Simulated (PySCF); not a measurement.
C₅H₁₀B₂Cl₂.
Atom-mapped SMILES: `[Cl:1][B:2]([Cl:3])[C@@H:4]1[CH2:5][BH:6][CH2:7][CH2:8][CH2:9]1` (hydrogens: H10 on C4; H11, H12 on C5; H13 on B6; H14, H15 on C7; H16, H17 on C8; H18, H19 on C9)

The closed-shell ground state was solved at several levels (PySCF, density fitting, gas phase, non-relativistic). Geometry: PBE0-D3(BJ)/def2-SVP, one conformer, isolated molecule.

| level | basis functions | HOMO (eV) | LUMO (eV) | gap (eV) | dipole (D) |
| --- | --- | --- | --- | --- | --- |
| mPW1PW91/pcSseg-1 | 217 | -8.21 | -1.42 | 6.79 | 1.75 |
| PBE0/pcSseg-1 | 217 | -8.17 | -1.41 | 6.76 | 1.74 |

**Question.** What might CAM-B3LYP/def2-SVPD (274 basis functions) give for the same quantities?

**Answer.** HOMO -9.55 eV, LUMO -0.30 eV, gap 9.25 eV, dipole 1.64 D.

**Question.** Over all these levels, which gives the widest orbital gap and which the narrowest?

**Answer.** CAM-B3LYP/def2-SVPD (range-separated hybrid) has the widest, 9.25 eV, and PBE0/pcSseg-1 (global hybrid, 25 % exact exchange) the narrowest, 6.76 eV. Functional and basis both differ between the two, so the spread mixes both effects.

**Question.** How far do the dipole and the HOMO energy spread over the levels?

**Answer.** The dipole runs from 1.64 to 1.75 D (mean 1.71 D) and the HOMO from -9.55 to -8.17 eV.
